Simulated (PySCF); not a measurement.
# Reading the logs of faulty runs: GeH5NSi

These are calculations, not measurements. The program is PySCF 2.14.0, an open-source quantum chemistry code, run on an isolated molecule that a program drew, which may never have been made. The molecule is GeH5NSi (charge 0, singlet), drawn as the SMILES string `[NH2][Ge][SiH3]`.

Each row is a Hartree-Fock (HF) and frozen-core CCSD(T) single point in the cc-pV(D+d)Z basis, meant for a local HF minimum. Run 1 is clean. Each other run has one planted mistake out of seven kinds, and not every kind appears here: one electron removed, one electron added, multiplicity raised by two, geometry at a saddle point, minimal basis STO-3G, one bond length entered in bohr, all coordinates scaled. The reference is restricted for singlets and unrestricted otherwise, and also for a bond in bohr. Adding or removing an electron swaps singlet and doublet. Electrons count all cores. HOMO and LUMO are orbital energies over both spins, the gradient is its largest component, and the lowest frequency (negative if imaginary) is given only where the gradient is small. Bond lengths are over the 7 bonds as drawn. T1 is the CCSD diagnostic: over 0.02 (restricted) or 0.045 (unrestricted) a single reference is doubtful. Germanium has the cc-pVDZ-PP basis, with a core potential (ECP10MDF) in place of its 10 inner electrons, and its 3s, 3p and 3d shells are frozen in CCSD(T).

Geometry of the clean run:
```xyz
8
GeH5NSi, angstrom
N     1.5995   -3.3173   -0.0526
Ge    0.3673   -2.8500    1.1928
Si    0.6214   -0.3809    0.8881
H     2.1493   -2.7025   -0.6230
H     1.8052   -4.2807   -0.2434
H     1.6307   -0.0219   -0.1469
H     1.0335    0.2595    2.1664
H    -0.6759    0.2286    0.4889
```

| run | electrons | basis functions | <S^2> | HOMO (eV) | LUMO (eV) | gradient (hartree/bohr) | lowest frequency (cm^-1) | mean bond (Å) | longest bond (Å) | T1 | HF (hartree) | CCSD(T) (hartree) | mistake |
|---|---|---|---|---|---|---|---|---|---|---|---|---|---|
| 1 | 58 | 85 | 0.000 | -8.17 | 1.23 | 1.2e-05 | 54 | 1.5408 | 2.501 | 0.0193 | -639.67109 | -640.08843 | no fault |
| 2 | 57 | 85 | 0.785 | -15.97 | -6.33 | 5.4e-02 | - | 1.5408 | 2.501 | 0.0235 | -639.40547 | -639.79866 | one electron removed |
| 3 | 58 | 85 | 2.020 | -6.47 | -0.13 | 3.1e-02 | - | 1.5408 | 2.501 | 0.0190 | -639.61168 | -640.00632 | multiplicity raised by two |
| 4 | 58 | 85 | 0.000 | -8.21 | 1.16 | 1.3e-02 | - | 1.5624 | 2.536 | 0.0200 | -639.66980 | -640.08904 | all coordinates scaled |
| 5 | 59 | 85 | 0.763 | -0.23 | 7.99 | 3.4e-02 | - | 1.5408 | 2.501 | 0.0163 | -639.65172 | -640.07307 | ? |

**Which mistake was planted in run 5, and what did it cost?**

It counts 59 electrons, one more than the clean run, at the same geometry and basis. So the mistake is: one electron added. Subtracting run 1 and multiplying by 627.51 kcal/mol a hartree, the energy moved by 12.2 kcal/mol in HF and 9.6 kcal/mol in CCSD(T).

Cautions from the logs. Run 4: T1 is over the limit, so its CCSD(T) energy is less reliable; run 5: the added electron raises the CCSD(T) energy, so it isn't bound in this basis.
